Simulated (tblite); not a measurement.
C₃H₁₀GeSi.
Z-matrix (Å and degrees, GFN2-xTB geometry), rows numbered from 1:
```
C 
C   1  1.3237
Si  2  1.8846  1  126.01
C   3  1.9009  2  110.24  1     0.10
Ge  4  1.9600  3  112.48  2  -173.09
H   1  1.0785  2  121.77  3    -0.28
H   1  1.0799  2  122.72  3   179.75
H   2  1.0833  1  118.10  3  -179.70
H   3  1.4712  2  108.67  1  -120.47
H   3  1.4712  2  109.14  1   120.39
H   4  1.0899  3  109.86  2    65.42
H   4  1.0899  3  110.03  2   -52.01
H   5  1.5013  4  111.82  3  -178.91
H   5  1.4950  4  112.06  3   -58.83
H   5  1.4954  4  111.76  3    61.38
```

Method: GFN2-xTB as coded in tblite; computed harmonic values from a numerical Hessian at the method's own geometry, unscaled. Against measured fundamentals such values can be off by several per cent, at times by over 20. Modes of hydrogen on germanium and silicon can be 10 to 20 % off. One conformer, not necessarily the lowest.

Harmonic wavenumbers (cm⁻¹): 44.8, 70.9, 96.7, 115.0, 141.3, 344.8, 381.5, 445.2, 473.4, 504.9, 606.9, 608.4, 668.7, 716.9, 727.4, 769.1, 775.0, 813.1, 867.1, 868.4, 921.2, 1003.4, 1008.7, 1032.7, 1105.3, 1278.1, 1420.8, 1436.4, 1670.6, 1960.9, 2045.1, 2069.8, 2185.8, 2194.2, 2964.4, 2971.9, 3031.4, 3071.4, 3097.1.

A = 7905, B = 831.7, C = 770.1 MHz; mass 147.976 u (most abundant isotopes); point group C1, symmetry number 1.

Task: Zero-point energy?

Result: ½Σν̃ = 23254 cm⁻¹ = 278.19 kJ/mol.

Task: Give the ideal-gas entropy at 500 K and 1 bar in the rigid-rotor, harmonic-oscillator model (classical rotation).

Result: Translation 181.92, rotation 125.87, vibration 182.92: S = 490.7 J/(mol K).

Task: And Cp and H(500 K) − H(0)?

Result: Cp = 203.72 J/(mol K), of which vibrations give 170.46 (their classical limit is 39 R = 324.3); H(500 K) − H(0) = 62.32 kJ/mol without the zero-point energy, 45.69 from vibrations.

Task: What must be added to the electronic energy to get the Gibbs energy at 500 K and 1 bar?

Result: ZPE + [H(500 K) − H(0)] − T·S = 278.19 + 62.32 − 245.36 = 95.15 kJ/mol.

Task: Which modes carry the vibrational entropy at 500 K?

Result: 44.8 cm⁻¹: 25.35; 70.9 cm⁻¹: 21.55; 96.7 cm⁻¹: 18.98; 115.0 cm⁻¹: 17.55; 141.3 cm⁻¹: 15.85; 344.8 cm⁻¹: 8.71 J/(mol K); the other 33 give 74.93 together.

Task: How do the functions run with temperature in this model?

Result: 
```csv
T (K),S (J/(mol K)),Cp (J/(mol K)),H − H(0) (kJ/mol),G − H(0) (kJ/mol),ln q(vib)
50,245.8,57.1,2.15,-10.14,0.58
100,290.6,72.8,5.43,-23.63,1.85
298.15,400.8,144.7,26.71,-92.79,6.48
373.15,436.1,169.8,38.53,-124.19,8.18
750,582.8,249.9,119.46,-317.61,16.29
1000,659.0,279.9,185.93,-473.11,21.11
```

q(vib) and H(0) count from the zero-point level.

Hindered rotation and anharmonicity are outside this model. Other conformers, if any are populated, would add a mixing term that is left out.
